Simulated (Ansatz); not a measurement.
Basis sets compared for GeH2Me(OMe) (C₂H₈GeO). Total charge 0; singlet. Geometry PBE-D4/def2-SVP. Ansatz on 4 threads of Arm Neoverse V1 on a shared host; times are rough, and most runs start from earlier orbitals.

```xyz
12

Ge   -0.7284    0.1036    0.2122
H    -1.7167   -0.0758   -0.9829
H    -1.1402   -0.8526    1.3755
C    -0.5701    1.9616    0.7846
H    -1.5503    2.3441    1.1308
H    -0.2192    2.5850   -0.0599
H     0.1589    2.0390    1.6138
O     0.9315   -0.3504   -0.3429
C     1.1477   -1.6577   -0.8255
H     0.9374   -2.4463   -0.0613
H     2.2161   -1.7531   -1.1160
H     0.5333   -1.8975   -1.7284
```

The 6-31G sets use Cartesian d functions.

Binding counts from free atoms (Ge triplet, H doublet, C triplet, O triplet) in the same basis, without a counterpoise term.

| level | functions | energy (Eh) | HOMO (eV) | LUMO (eV) | binding per atom (eV) | wall time |
| --- | --- | --- | --- | --- | --- | --- |
| HF/STO-3G | 41 | -2205.0898 | -8.47 | 11.62 | 3.45 | 0.15 s |
| HF/6-31G | 72 | -2230.2152 | -11.32 | 3.65 | 2.50 | 0.45 s |
| HF/def2-TZVP | 189 | -2230.6934 | -11.47 | 3.54 | 2.66 | 1.8 s |
| PBE-D4/def2-SVP | 114 | -2232.3667 | -5.82 | 0.05 | 3.67 | 1.1 s |
| PBE-D4/def2-TZVP | 189 | -2232.8120 | -6.02 | -0.22 | 3.65 | 1.7 s |
| r2SCAN-D4/def2-TZVP (with forces) | 189 | -2233.2246 | -6.34 | 0.14 | 3.62 | 3.9 s |
| PBE0-D4/def2-SVP | 114 | -2232.4413 | -7.44 | 0.93 | 3.62 | 1.2 s |
| PBE0-D4/def2-TZVP | 189 | -2232.8822 | -7.57 | 0.65 | 3.60 | 3 s |

(1) Estimate the rows for PBE-D4/def2-TZVPD, r2SCAN-D4/def2-TZVPD, PBE0-D4/def2-TZVPD.

Results:

(1) 
```tsv
level	functions	energy (Eh)	HOMO (eV)	LUMO (eV)	binding per atom (eV)	wall time
PBE-D4/def2-TZVPD	240	-2232.8139	-6.07	-0.50	3.66	2.7 s
r2SCAN-D4/def2-TZVPD	240	-2233.2261	-6.38	-0.04	3.62	5.5 s
PBE0-D4/def2-TZVPD	240	-2232.8839	-7.61	0.25	3.61	3.8 s
```
